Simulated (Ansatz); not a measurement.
Born–Oppenheimer molecular dynamics of a periodic cell of 13 atoms, Zn₁₂B (host Zn, host structure hcp, interstitial B). It starts from a partly relaxed structure (largest force component 0.07 eV/Å).

All numbers below come from DFT PBE, scalar-relativistic, plane waves, PAW (Ansatz). Settings: accuracy low, cutoff 420 eV, k mesh 2x2x2, fermi-dirac smearing 0.15 eV, no spin polarisation.

```yaml
ensemble: NVT, Nosé–Hoover chain
time_step: 1.5 fs
steps_asked: 180
set_temperature: 1500 K
thermostat: time constant 50 fs, chain length 5
seed: 810137
```

Frames 15 fs apart, positions in Å, forces in eV/Å.

Velocities at 45.0 fs (Å/ps):

```
Zn -3.42 -5.15 -5.52
Zn -1.05 -1.48 -2.17
Zn 3.09 -1.14 -0.05
Zn 2.65 4.91 5.37
Zn -0.07 -1.50 3.28
Zn -0.67 0.28 2.02
Zn -6.16 2.12 -1.66
Zn 2.65 3.17 1.06
Zn 2.82 -2.01 1.40
Zn -1.05 0.60 -0.43
Zn 0.09 -1.02 -0.50
Zn 0.10 1.93 -3.41
B 6.22 -4.25 3.67
```

```xyz
13
Lattice="5.3200 0.0000 0.0000 -3.9900 6.9109 0.0000 0.0000 0.0000 4.9370" Properties=species:S:1:pos:R:3:forces:R:3 time_fs=45.0 energy_less_start_eV=1.601 T=595
Zn -0.773 -0.496 -0.883 2.65 -0.57 0.25
Zn -0.419 1.621 2.613 0.94 0.27 -0.11
Zn -1.433 1.702 0.129 -0.34 0.70 0.65
Zn -1.217 4.646 3.011 -0.33 -0.75 -0.35
Zn -1.878 4.693 0.545 0.15 -1.32 -0.93
Zn -2.885 6.317 1.894 -1.73 0.82 0.12
Zn 2.385 -0.011 -1.016 -1.99 0.65 0.16
Zn 2.516 2.280 2.632 0.23 -1.08 -1.00
Zn 1.186 1.653 0.250 -0.37 0.46 0.44
Zn 1.325 4.109 3.243 0.15 1.02 0.23
Zn 0.736 4.286 0.840 0.85 0.51 0.79
Zn -0.443 6.604 1.535 0.61 0.17 0.06
B -0.277 3.295 4.359 -0.82 -0.89 -0.31
13
Lattice="5.3200 0.0000 0.0000 -3.9900 6.9109 0.0000 0.0000 0.0000 4.9370" Properties=species:S:1:pos:R:3:forces:R:3 time_fs=60.0 energy_less_start_eV=1.520 T=821
Zn -0.786 -0.583 -0.965 1.55 0.38 0.59
Zn -0.419 1.602 2.578 1.06 0.31 0.14
Zn -1.391 1.694 0.138 -0.81 -0.01 0.52
Zn -1.181 4.709 3.089 -0.45 -1.07 -0.60
Zn -1.877 4.647 0.583 0.10 -1.04 -0.57
Zn -2.924 6.334 1.926 -1.39 0.37 -0.42
Zn 2.260 0.032 -1.038 -0.48 0.17 0.30
Zn 2.562 2.313 2.632 0.06 -0.76 -0.86
Zn 1.224 1.630 0.281 -0.49 0.83 0.72
Zn 1.312 4.133 3.240 0.24 0.35 0.28
Zn 0.751 4.279 0.846 0.53 0.33 0.39
Zn -0.433 6.635 1.482 0.21 -0.28 0.11
B -0.260 3.159 4.367 -0.13 0.41 -0.61
13
Lattice="5.3200 0.0000 0.0000 -3.9900 6.9109 0.0000 0.0000 0.0000 4.9370" Properties=species:S:1:pos:R:3:forces:R:3 time_fs=75.0 energy_less_start_eV=1.632 T=964
Zn -0.746 -0.668 -1.037 0.46 1.78 1.19
Zn -0.381 1.592 2.543 1.01 0.31 0.39
Zn -1.371 1.685 0.167 -0.86 -0.06 0.14
Zn -1.157 4.744 3.157 -0.89 -0.83 -1.04
Zn -1.871 4.559 0.606 0.02 -0.53 -0.08
Zn -3.018 6.366 1.947 -0.62 -0.29 -1.16
Zn 2.099 0.087 -1.054 0.82 -0.52 0.22
Zn 2.616 2.324 2.602 -0.15 -0.33 -0.61
Zn 1.250 1.634 0.342 -0.61 1.23 0.90
Zn 1.306 4.173 3.246 0.73 -0.82 0.13
Zn 0.788 4.282 0.866 0.05 0.01 -0.24
Zn -0.413 6.661 1.426 -0.33 -0.90 0.27
B -0.276 3.076 4.255 0.39 0.95 -0.10
13
Lattice="5.3200 0.0000 0.0000 -3.9900 6.9109 0.0000 0.0000 0.0000 4.9370" Properties=species:S:1:pos:R:3:forces:R:3 time_fs=90.0 energy_less_start_eV=1.841 T=964
Zn -0.686 -0.702 -1.075 -0.37 2.60 1.63
Zn -0.306 1.591 2.518 0.66 0.41 0.75
Zn -1.377 1.677 0.201 -0.14 0.86 -0.88
Zn -1.161 4.756 3.196 -1.20 -0.06 -1.34
Zn -1.865 4.443 0.627 0.04 -0.14 0.16
Zn -3.141 6.392 1.931 0.28 -0.78 -1.63
Zn 1.947 0.131 -1.063 1.23 -0.60 0.20
Zn 2.671 2.323 2.549 -0.13 -0.19 -0.26
Zn 1.258 1.679 0.438 -0.47 1.06 0.48
Zn 1.325 4.190 3.256 1.35 -1.33 -0.21
Zn 0.831 4.288 0.882 -0.18 0.02 -0.48
Zn -0.403 6.659 1.374 -0.75 -1.31 0.48
B -0.236 3.143 4.127 -0.33 -0.54 1.10
13
Lattice="5.3200 0.0000 0.0000 -3.9900 6.9109 0.0000 0.0000 0.0000 4.9370" Properties=species:S:1:pos:R:3:forces:R:3 time_fs=105.0 energy_less_start_eV=1.553 T=1271
Zn -0.633 -0.654 -1.062 -0.85 1.71 1.39
Zn -0.204 1.605 2.517 0.09 0.62 1.19
Zn -1.389 1.693 0.210 -0.23 0.31 -0.86
Zn -1.203 4.764 3.194 -0.56 0.12 -1.00
Zn -1.857 4.315 0.654 0.17 0.24 0.11
Zn -3.263 6.394 1.860 0.95 -0.93 -1.50
Zn 1.827 0.159 -1.066 1.28 -0.32 0.22
Zn 2.725 2.315 2.483 0.13 -0.30 0.21
Zn 1.251 1.762 0.554 -0.13 0.36 -0.51
Zn 1.388 4.166 3.262 0.60 -0.89 0.12
Zn 0.870 4.294 0.883 -0.39 0.19 -0.49
Zn -0.417 6.614 1.335 -1.00 -1.08 0.50
B -0.242 3.145 4.184 -0.06 -0.05 0.61
13
Lattice="5.3200 0.0000 0.0000 -3.9900 6.9109 0.0000 0.0000 0.0000 4.9370" Properties=species:S:1:pos:R:3:forces:R:3 time_fs=120.0 energy_less_start_eV=1.420 T=1505
Zn -0.605 -0.546 -1.003 -0.99 0.40 0.57
Zn -0.093 1.641 2.557 -0.41 0.54 1.61
Zn -1.412 1.718 0.192 -0.59 -1.01 -0.39
Zn -1.267 4.776 3.158 0.21 0.05 -0.37
Zn -1.842 4.189 0.686 0.19 0.78 -0.03
Zn -3.361 6.366 1.736 1.18 -0.46 -0.69
Zn 1.744 0.177 -1.062 1.41 -0.13 0.07
Zn 2.787 2.296 2.421 0.42 -0.55 0.81
Zn 1.239 1.862 0.660 0.06 -0.42 -1.51
Zn 1.474 4.112 3.272 -0.40 -0.06 0.44
Zn 0.899 4.308 0.868 -0.51 0.44 -0.29
Zn -0.466 6.530 1.310 -1.14 -0.45 0.47
B -0.254 3.144 4.357 0.56 0.88 -0.69
13
Lattice="5.3200 0.0000 0.0000 -3.9900 6.9109 0.0000 0.0000 0.0000 4.9370" Properties=species:S:1:pos:R:3:forces:R:3 time_fs=135.0 energy_less_start_eV=1.572 T=1542
Zn -0.609 -0.418 -0.921 -0.93 -0.38 -0.29
Zn 0.011 1.695 2.651 -0.54 0.23 1.48
Zn -1.452 1.716 0.158 0.01 -0.83 -0.57
Zn -1.327 4.790 3.107 0.53 0.10 0.14
Zn -1.821 4.082 0.719 0.09 1.14 -0.19
Zn -3.425 6.322 1.583 1.25 0.61 0.34
Zn 1.705 0.191 -1.056 1.53 -0.11 -0.11
Zn 2.866 2.258 2.382 0.49 -0.84 1.18
Zn 1.227 1.953 0.722 -0.06 -0.98 -1.81
Zn 1.553 4.051 3.295 -0.69 0.52 0.18
Zn 0.912 4.338 0.843 -0.35 0.61 0.20
Zn -0.555 6.427 1.300 -1.02 0.18 0.46
B -0.183 3.280 4.418 -0.32 -0.24 -1.00
13
Lattice="5.3200 0.0000 0.0000 -3.9900 6.9109 0.0000 0.0000 0.0000 4.9370" Properties=species:S:1:pos:R:3:forces:R:3 time_fs=150.0 energy_less_start_eV=1.794 T=1512
Zn -0.644 -0.296 -0.845 -0.58 -1.12 -0.99
Zn 0.102 1.760 2.797 -0.23 -0.01 0.51
Zn -1.495 1.686 0.104 0.05 -0.14 -0.24
Zn -1.374 4.809 3.059 0.55 0.08 0.58
Zn -1.796 4.007 0.746 0.06 0.99 -0.42
Zn -3.448 6.298 1.434 1.34 1.70 1.12
Zn 1.715 0.201 -1.052 1.39 -0.26 -0.19
Zn 2.963 2.190 2.381 0.17 -0.95 1.00
Zn 1.213 2.016 0.728 -0.27 -1.09 -1.24
Zn 1.613 4.005 3.325 -0.48 0.70 -0.25
Zn 0.913 4.386 0.822 -0.71 -0.17 0.05
Zn -0.681 6.326 1.305 -0.50 0.83 0.21
B -0.163 3.391 4.298 -0.80 -0.55 -0.13
13
Lattice="5.3200 0.0000 0.0000 -3.9900 6.9109 0.0000 0.0000 0.0000 4.9370" Properties=species:S:1:pos:R:3:forces:R:3 time_fs=165.0 energy_less_start_eV=2.143 T=1385
Zn -0.699 -0.210 -0.799 0.07 -2.19 -1.58
Zn 0.188 1.825 2.964 0.29 -0.67 -0.85
Zn -1.540 1.651 0.041 -0.50 0.86 0.62
Zn -1.404 4.830 3.029 0.34 -0.02 0.92
Zn -1.769 3.963 0.761 -0.20 0.57 -0.40
Zn -3.428 6.327 1.316 1.04 1.87 1.42
Zn 1.772 0.203 -1.056 0.96 -0.41 -0.23
Zn 3.070 2.088 2.412 -0.24 -0.75 0.41
Zn 1.190 2.045 0.693 -0.24 -0.93 -0.39
Zn 1.658 3.980 3.349 -0.60 0.57 -0.33
Zn 0.890 4.431 0.801 -1.04 -0.72 -0.21
Zn -0.828 6.249 1.316 0.34 1.57 -0.34
B -0.287 3.414 4.151 -0.22 0.24 0.97
13
Lattice="5.3200 0.0000 0.0000 -3.9900 6.9109 0.0000 0.0000 0.0000 4.9370" Properties=species:S:1:pos:R:3:forces:R:3 time_fs=180.0 energy_less_start_eV=2.429 T=1306
Zn -0.754 -0.192 -0.804 0.56 -2.54 -1.66
Zn 0.287 1.873 3.112 0.33 -0.69 -1.33
Zn -1.601 1.642 -0.003 -0.62 1.23 1.25
Zn -1.423 4.852 3.027 0.20 -0.15 0.88
Zn -1.748 3.937 0.766 -0.90 0.37 0.36
Zn -3.375 6.418 1.241 -0.07 1.02 1.27
Zn 1.863 0.192 -1.067 0.31 -0.42 -0.30
Zn 3.174 1.958 2.458 -0.44 -0.31 -0.28
Zn 1.158 2.044 0.642 -0.10 -0.59 0.38
Zn 1.685 3.973 3.362 -0.79 0.44 -0.42
Zn 0.833 4.456 0.775 -0.53 -0.12 0.21
Zn -0.968 6.222 1.317 1.28 2.01 -0.73
B -0.456 3.460 4.165 0.77 -0.24 0.37
13
Lattice="5.3200 0.0000 0.0000 -3.9900 6.9109 0.0000 0.0000 0.0000 4.9370" Properties=species:S:1:pos:R:3:forces:R:3 time_fs=195.0 energy_less_start_eV=2.539 T=1369
Zn -0.793 -0.256 -0.863 0.65 -1.56 -1.11
Zn 0.399 1.898 3.221 -0.21 -0.80 -1.71
Zn -1.684 1.671 -0.009 0.14 0.39 1.11
Zn -1.435 4.869 3.054 0.48 -0.55 0.59
Zn -1.757 3.924 0.783 -1.41 0.56 1.07
Zn -3.322 6.548 1.205 -1.57 0.14 1.02
Zn 1.968 0.165 -1.089 -0.46 -0.39 -0.24
Zn 3.268 1.812 2.496 -0.30 0.20 -0.84
Zn 1.121 2.024 0.602 -0.01 -0.04 1.03
Zn 1.687 3.982 3.362 -0.65 0.54 -0.57
Zn 0.756 4.479 0.755 0.18 0.52 0.69
Zn -1.072 6.259 1.294 2.14 1.51 -0.52
B -0.486 3.465 4.250 1.00 -0.52 -0.53
13
Lattice="5.3200 0.0000 0.0000 -3.9900 6.9109 0.0000 0.0000 0.0000 4.9370" Properties=species:S:1:pos:R:3:forces:R:3 time_fs=210.0 energy_less_start_eV=2.545 T=1532
Zn -0.812 -0.376 -0.964 0.81 -0.52 -0.51
Zn 0.512 1.896 3.276 -0.37 -1.56 -2.42
Zn -1.768 1.716 0.021 0.89 -0.22 0.44
Zn -1.432 4.867 3.103 0.75 -1.03 0.18
Zn -1.811 3.929 0.833 -0.75 0.61 0.45
Zn -3.318 6.690 1.203 -2.33 -0.76 0.94
Zn 2.063 0.124 -1.119 -1.16 -0.27 0.04
Zn 3.357 1.664 2.510 0.11 0.75 -0.92
Zn 1.081 2.001 0.595 0.05 0.78 1.38
Zn 1.667 4.010 3.342 -0.39 0.73 -0.62
Zn 0.680 4.519 0.756 0.58 0.70 0.93
Zn -1.110 6.348 1.253 2.28 0.37 -0.08
B -0.346 3.388 4.264 -0.48 0.41 0.19
```

Of the whole run (270 fs, mean temperature of the second half 1583 K): The conserved energy stayed within 0.16 meV per atom of its start (net change 0.15 meV per atom), so the integration is sound. A run of 0.27 ps of so small a system gives no equilibrium averages. Limits of this set-up: coarse k mesh, odd electron count without spin, low accuracy level.

Run time: 11 min on 1 thread of Intel(R) Xeon(R) Platinum 8488C (Sapphire Rapids), with other jobs on the host, peak memory 0.68 GiB.
